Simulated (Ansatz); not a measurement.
`[Li][N](C)C` + CH₃SH → `[Li][S]C` + `CNC` at 400 K and 1 bar (ligand exchange at a Li–N bond).

Program: Ansatz. Geometries: PBE0-D4/def2-TZVP. ΔE: electronic, gas phase. CBS: MP2 limit from def2 TZ/QZ plus the TZ coupled-cluster correction, frozen cores. This one scheme is used for every species. For Li outer-core shells are correlated without core-valence functions, which leaves a few kJ/mol of doubt a bond.

```tsv
species	CCSD(T)/CBS energy (Eh)	H − E (kJ/mol)	S (J/(mol·K))
`[Li][N](C)C`	-141.90308	237.0	318.9
CH₃SH	-438.22835	138.7	269.4
`[Li][S]C`	-445.16369	123.2	312.6
`CNC`	-135.00321	264.6	293.2
```

H − E and S are ideal-gas, rigid-rotor, harmonic terms from PBE0-D4/def2-TZVP, for one conformer and one mirror image of each species. 1 Eh = 2625.50 kJ/mol, R = 8.31446 J/(mol·K).

**Question.** By hand: ΔE, ΔH, ΔS and ΔG.

**Answer.** ΔE = (-445.16369) + (-135.00321) − (-141.90308) − (-438.22835) = -0.03547 Eh = -93.1 kJ/mol. Δ(H − E) = 123.2 + 264.6 − 237.0 − 138.7 = 12.1, so ΔH = -81.0 kJ/mol. ΔS = 312.6 + 293.2 − 318.9 − 269.4 = 17.5 J/(mol·K). ΔG = -81.0 − 400 × (17.5)/1000 = -88.0 kJ/mol.

**Question.** By hand: the equilibrium constant, and the temperature at which ΔG would vanish if ΔH and ΔS stayed fixed.

**Answer.** log₁₀ K = −ΔG/(RT ln 10) = 11.5. ΔH and −TΔS have one sign here, so there is no such temperature.

ΔH outweighs TΔS. A doubt of 5 kJ/mol in ΔE shifts log₁₀ K by 0.7 here. Other conformers and mirror images would add mixing entropy, several J/(mol·K) or more a flexible species. Modes under 60 cm⁻¹, often nearly free rotors, make the harmonic entropy too high. These are equilibria of isolated gas molecules and say nothing of rates. Largest T1 diagnostic: 0.011 (customary marks: 0.02 for closed shells, 0.045 for open ones).
